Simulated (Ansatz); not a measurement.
Input for Ansatz (a quantum-chemistry and plane-wave program): R-PBE0/def2-TZVPP on BCl2HO (SMILES OB(Cl)Cl), a point of a torsion scan.

Ansatz 0.2 input:
```yaml
crystal:
  periodic: [false, false, false]
  atoms:
    - {symbol: O, position_ang: [-0.89338138, -0.48809644, 0.29269650]}
    - {symbol: B, position_ang: [0.34679455, -0.03492025, 0.13625994]}
    - {symbol: Cl, position_ang: [1.06947983, 0.92191228, 1.38150330]}
    - {symbol: Cl, position_ang: [1.24791458, -0.30227187, -1.33723054]}
    - {symbol: H, position_ang: [-1.63941657, -0.30977594, -0.27326604]}
basis:
  gaussian:
    orbitals: def2-TZVPP
hamiltonian:
  xc: {name: PBE0}
scf: {lower_state_search: off}
```

Output:

```
WARN ansatz: RAYON_NUM_THREADS=1 ignored (pool sized by the plan → 1); use --threads N
Functional definition: PBE0
these checks for a lower state are left out or cut short: stability, starts, cluster_reference, orbital_swaps, neighbouring_geometries, increment
integrals: 0.08 GiB planned
1029 factors; their error is unknown
mean field: 0.65 GiB planned
mean field evaluation 1: about -27774.8505 eV, gradient 5.1e1 eV
mean field evaluation 2: about -27768.0094 eV, gradient 7.9e1 eV
mean field evaluation 4: about -27778.9170 eV, gradient 2.1e0 eV
mean field evaluation 8: about -27778.9251 eV, gradient 3.5e-2 eV
mean field evaluation 16: about -27778.9979 eV, gradient 1.3e-5 eV
mean field -27778.99789227 eV, -1020.8593432598 hartree, gradient 5.4e-6 eV, S^2 0.000000; 0 other end points of the search recorded, 0 dependent functions left out
reference -27778.99791744 eV, -1020.8593441850 hartree; 24, 24 occupied and 136, 136 virtual orbitals, 1029 factors
Total energy: -27778.99791744 eV, -1020.8593441850 hartree
Checks for a lower state left out: stability, starts, cluster_reference, orbital_swaps, neighbouring_geometries, increment
```

Self-consistency was reached.

Cost: very roughly 2.9 core-seconds.
